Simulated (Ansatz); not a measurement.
Molecule: sum formula TaO2Cl (charge -1, doublet). The spin state was set by rule; other spins were not relaxed. 
Coordinates optimised at B3LYP-D3(BJ)/def2-TZVP (Ansatz, a program for electronic structure):
```xyz
4

Ta     0.1091    -0.2217     0.0924
O      1.8713    -0.3347    -0.0779
O     -0.4286    -0.7230     1.7069
Cl    -1.1476     1.4498    -1.1633
```
Charge -1, spin multiplicity 2.

Total electronic energies in hartree. Cores are frozen in the correlated levels unless marked. Open shells are spin-unrestricted. Spin-orbit coupling is left out. Frozen are the shells of the preceding noble gas and the d and f shells that filled before the atom's block. Past Kr the def2 sets carry scalar-relativistic core potentials. CBS(X,Y): correlation extrapolated as X^-3; Hartree-Fock from the larger set. [CCSD(T)-MP2]/basis is that difference in the basis named.

```tsv
level	program	energy (Eh)
HF/def2-TZVPP	Ansatz	-665.90748
r2SCAN-D3(BJ)/def2-TZVPD	Ansatz + dftd3	-667.92806
PBE0/def2-TZVP	Ansatz	-667.65929
PBE0/def2-QZVPP	Ansatz	-667.68829
BHLYP/def2-TZVPD	Ansatz	…
CAM-B3LYP-D3(BJ)/def2-TZVPD	Ansatz + dftd3	…
B2PLYP-D4/def2-TZVPD	Ansatz + dftd4	…
RI-MP2/CBS(def2-TZVPPD,def2-QZVPPD)	Ansatz	-666.8960
RI-MP2/CBS(def2-TZVPPD,def2-QZVPPD)+[CCSD(T)-MP2]/def2-SVPD	Ansatz	-666.9131
```

Some entries are withheld; supply them.


- BHLYP/def2-TZVPD, energy (Eh): -667.78025
- CAM-B3LYP-D3(BJ)/def2-TZVPD, energy (Eh): -667.91338
- B2PLYP-D4/def2-TZVPD, energy (Eh): -667.60006
